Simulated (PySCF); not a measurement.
## Correlation energy of Ni²⁺ (nickel, charge +2)

[Ar] 3d7 4s1, high-spin 5F determinant (an excited configuration). Computed with PySCF 2.14 in aug-cc-pVTZ-DK, with scalar relativity by spin-free X2C-1e. Frozen: [Ar]; 8 electrons correlated.

```csv
level,correlation energy (mhartree)
CCSD,-201.97
(T),-3.57
CCSD(T),-205.54
```

Diagnostics: T1 = 0.0071, D1 = 0.0187, largest double amplitude 0.017.

**Question.** Is a single reference adequate?

**Answer.** Yes: T1 lies below 0.03 and no double amplitude reaches 0.07.
